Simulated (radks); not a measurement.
Radial electron density D(r) = 4 pi r^2 rho(r) of an atom or ion with 26 electrons. All-electron calculation, scalar-relativistic Kohn-Sham, BLYP, spin-unpolarised, spherical densities, point nucleus. Program: a radial shooting solver on a logarithmic mesh with Libxc functionals.

```
   r/bohr * D(r) (the largest magnitude, 66.9, reaches the edge; | marks zero)
 0.001463 |*
 0.001831 | *
  0.00229 |  *
 0.002865 |    *
 0.003585 |      *
 0.004449 |        *
 0.005566 |            *
 0.006963 |                 *
 0.008711 |                      *
   0.0109 |                             *
  0.01363 |                                   *
  0.01706 |                                        *
  0.02134 |                                           *
   0.0267 |                                           *
   0.0334 |                                         *
  0.04146 |                                      *
  0.05186 |                                     *
  0.06489 |                                         *
  0.08118 |                                                 *
   0.1016 |                                                      *
   0.1271 |                                                   *
    0.159 |                                         *
   0.1989 |                                 *
   0.2488 |                                 *
   0.3113 |                                     *
   0.3894 |                                  *
   0.4833 |                       *
   0.6046 |         *
   0.7564 |  *
   0.9464 *
    1.184 *
```

What is the nuclear charge?

Answer. Z = 43. The innermost maximum, from 1s, lies near gamma/Z bohr with gamma = sqrt(1 - (Z/c)^2) = 0.949, here 0.0221 bohr (found: 0.0241), and its height grows with Z. The density is that of the technetium ion Tc17+ in [Ar] 3d8; the configuration itself is not fixed sharply by these data, and Z only to a few units. D(r) has 3 maxima, at r = 0.0241, 0.106, 0.329 bohr, and minima at 0.0483, 0.219 bohr, inside which lie 2.03, 11.16 electrons.
